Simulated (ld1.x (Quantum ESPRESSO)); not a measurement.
**Logarithmic derivatives: C (Z = 6), TM**

| Item | Value |
| --- | --- |
| Element | carbon (C) |
| Generator | ld1.x (Quantum ESPRESSO) 7.5 |
| Type | norm-conserving Troullier–Martins (Kleinman–Bylander form) |
| Functional | PBEsol |
| Relativity | scalar-relativistic |
| Frozen core | [He] |
| Valence charge | 4 |
| Reference configuration | 2s2 2p1 (charge +1) |
| Partial waves | 2s (bound): rc 1.10 bohr; 2p (bound): rc 1.45 bohr; 3d channel at 0.3 Ry: rc 1.25 bohr |
| Local potential | all-electron potential smoothed inside 0.85 bohr (lloc = -2) |
| Core correction | Bessel-smoothed model core inside 1.10 bohr |

The phase is arctan(r·u′/u) with u = r·R(r), unwrapped; energies in Ry, scanned from -4 to 5 Ry. A pole is an energy at which the radial function vanishes at the test radius. The pseudo phase is shifted by a multiple of π to meet the all-electron one at the reference energy, and phase errors are pseudo minus all-electron; the curves can meet again beyond the range given. Levels narrower than the energy grid can be missing from the lists of poles.

```tsv
channel	radius (bohr)	reference energy (Ry)	poles, all-electron	poles, pseudo	unbroken range about the reference energy with phases within 0.05 rad	phase error 1 Ry above the reference energy (rad)
s	1.59	-1.88	0.88	0.84	below 4.6	-0.001
p	1.59	-1.24	0.84	0.86	below 4.5	+0.001
d	1.59	0.30	none	none	the whole range	+0.000
```

Phases in the s channel:

```csv
E (Ry),all-electron,pseudo
-4.00,0.984,0.982
-3.52,0.844,0.842
-3.04,0.599,0.598
-2.56,0.152,0.151
-2.08,-0.468,-0.468
-1.60,-0.939,-0.940
-1.12,-1.200,-1.201
-0.64,-1.350,-1.351
-0.16,-1.445,-1.448
0.32,-1.512,-1.515
0.80,-1.563,-1.567
1.28,-1.604,-1.610
1.76,-1.640,-1.648
2.24,-1.673,-1.683
2.72,-1.704,-1.717
3.20,-1.735,-1.753
3.68,-1.768,-1.793
4.16,-1.805,-1.840
4.64,-1.846,-1.898
```
